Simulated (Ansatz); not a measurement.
The same path of C2H8BClSi (13 atoms, charge 0, multiplicity 1) was run twice with different band settings. The coordinate that changes most is the dihedral C1–Si2–B3–C4.

These are results of RHF/def2-mTZVP in Ansatz 0.2.0, not measurements.

Relaxed end points:

```xyz
13
Properties=species:S:1:pos:R:3
C -1.139 -0.529 -1.512
Si -0.343 -1.297 0.020
B 0.757 -0.006 1.169
C 0.933 1.507 0.776
Cl 1.940 2.505 1.914
H -1.826 0.268 -1.249
H -0.395 -0.113 -2.183
H -1.700 -1.270 -2.070
H 0.553 -2.404 -0.393
H -1.399 -1.882 0.882
H 1.271 -0.421 2.152
H 1.396 1.602 -0.198
H -0.025 2.004 0.707
```

```xyz
13
Properties=species:S:1:pos:R:3
C -1.990 -0.224 -1.206
Si -0.485 -0.898 -0.283
B 0.450 0.533 0.845
C 2.020 0.617 0.885
Cl 2.714 1.861 2.015
H -2.710 0.205 -0.518
H -1.709 0.548 -1.913
H -2.490 -1.009 -1.761
H 0.455 -1.514 -1.251
H -0.908 -1.972 0.650
H -0.196 1.298 1.479
H 2.460 -0.329 1.171
H 2.409 0.850 -0.098
```

Common settings: movable images 9; spring 5.0 eV/Å²; start path IDPP; force threshold 0.05 eV/Å; iteration limit 60; end points relaxed.

| run | climbing image | optimiser |
| --- | --- | --- |
| 1 | yes | quadratic models (default) |
| 2 | from the first iteration | lbfgs |

What does each run give, and how far can it be trusted?

Run 1: converged after 5 iterations, highest image 0.023 eV above the first end. A vibrational analysis at the climbing image gives one clearly imaginary mode, 60i cm⁻¹: a first-order saddle point.
Run 2: converged after 26 iterations, highest image 0.023 eV above the first end. Another band between the same ends (9 images) ends at a top of the same energy, where a vibrational analysis finds 1 clearly imaginary mode.
